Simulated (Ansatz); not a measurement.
Computed with Ansatz on PBE0-D4/def2-TZVP structures; ΔE is electronic, products minus reactants. CBS: MP2 limit from def2 TZ/QZ plus the TZ coupled-cluster correction, frozen cores. This one scheme is used for every species. DFT in def2-TZVPP. B3LYP here is the variant with VWN-RPA as its local correlation; programs differ in this. Each species was taken in one conformer, which may not be the lowest.

`CC(C)[NH][AlH][F]` + H–F → `[F][AlH][F]` + `CC(C)N`  (ligand exchange at the Al–N bond)

Q: Is it downhill or uphill in electronic energy at CCSD(T)/CBS, and by how much? (Best estimate.)

A: Computed: Downhill: ΔE = -90.7 kJ/mol.

Q: What do these levels give: PBE-D4, PBE0-D4, ωB97M-V, PBE0, B3LYP, HF/def2-TZVPP, MP2/def2-TZVPP, CCSD(T)/def2-TZVPP, HF/def2-QZVPP, MP2/def2-QZVPP, MP2/CBS(def2), CCSD/CBS(def2)? (An estimate is asked.)

A: The calculation gave: PBE-D4 -86.6, PBE0-D4 -87.0, ωB97M-V -93.0, PBE0 -92.0, B3LYP -100.1, HF/def2-TZVPP -106.6, MP2/def2-TZVPP -89.3, CCSD(T)/def2-TZVPP -89.9, HF/def2-QZVPP -108.9, MP2/def2-QZVPP -90.5, MP2/CBS(def2) -90.0, CCSD/CBS(def2) -93.4 kJ/mol.

Largest T1 diagnostic among the species: 0.013.

In def2-TZVPP, CCSD(T) changes the Hartree–Fock value by +16.6 kJ/mol (the triples alone add +2.7 kJ/mol) and MP2 by +17.3 kJ/mol. The D4 term adds +8.6 kJ/mol with B3LYP and +5.0 kJ/mol with PBE0; it sums over pairs of atoms, weighted by their polarisabilities, and B3LYP, whose exchange is more repulsive, gets the larger term.
